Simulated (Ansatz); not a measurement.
Two members of one family (H2Ten), computed with Ansatz in the gas phase; def2 core potentials for Te, no spin–orbit coupling. The two geometries come from different levels. Binding counts from free atoms in the multiplicity of their measured ground term, without zero-point energy. The structures are stationary points that may keep the symmetry of their start.

First: H2Te2 (singlet, charge 0, r2SCAN-D4/def2-TZVP geometry).

```xyz
4

Te    0.121   -0.674    1.305
Te   -0.908   -0.180   -1.147
H     1.716   -0.624    0.830
H    -0.930    1.478   -0.988
```

```csv
level,HOMO (eV),LUMO (eV),gap (eV),binding per atom (eV)
LDA (SPW92)/def2-TZVP,-5.77,-3.09,2.68,2.46
PBE-D4/def2-SVP,-5.51,-2.79,2.72,2.07
PBE0-D4/def2-TZVP,-6.67,-2.13,4.54,2.02
CAM-B3LYP-D4/def2-TZVP,-7.87,-1.18,6.69,2.01
LC-ωPBE/def2-TZVP,-9.18,-0.12,9.06,1.91
```

Second: H2Te3 (singlet, charge 0, PBE0-D4/def2-SVP geometry).

```
atom   x (Å)   y (Å)   z (Å)
 Te1   1.292  -1.614  -0.671
 Te2   0.979   0.937   0.223
 Te3  -1.704   1.225   0.579
  H4   1.134  -1.224  -2.286
  H5  -1.700   0.675   2.155
```

Question: Estimate the same table for the second.

Answer: 
```json
{"level": "LDA (SPW92)/def2-TZVP", "HOMO (eV)": "-5.66", "LUMO (eV)": "-3.31", "gap (eV)": "2.35", "binding per atom (eV)": "2.54"}
{"level": "PBE-D4/def2-SVP", "HOMO (eV)": "-5.40", "LUMO (eV)": "-3.03", "gap (eV)": "2.37", "binding per atom (eV)": "2.12"}
{"level": "PBE0-D4/def2-TZVP", "HOMO (eV)": "-6.48", "LUMO (eV)": "-2.41", "gap (eV)": "4.08", "binding per atom (eV)": "2.05"}
{"level": "CAM-B3LYP-D4/def2-TZVP", "HOMO (eV)": "-7.64", "LUMO (eV)": "-1.48", "gap (eV)": "6.16", "binding per atom (eV)": "2.00"}
{"level": "LC-ωPBE/def2-TZVP", "HOMO (eV)": "-8.92", "LUMO (eV)": "-0.47", "gap (eV)": "8.45", "binding per atom (eV)": "1.88"}
```
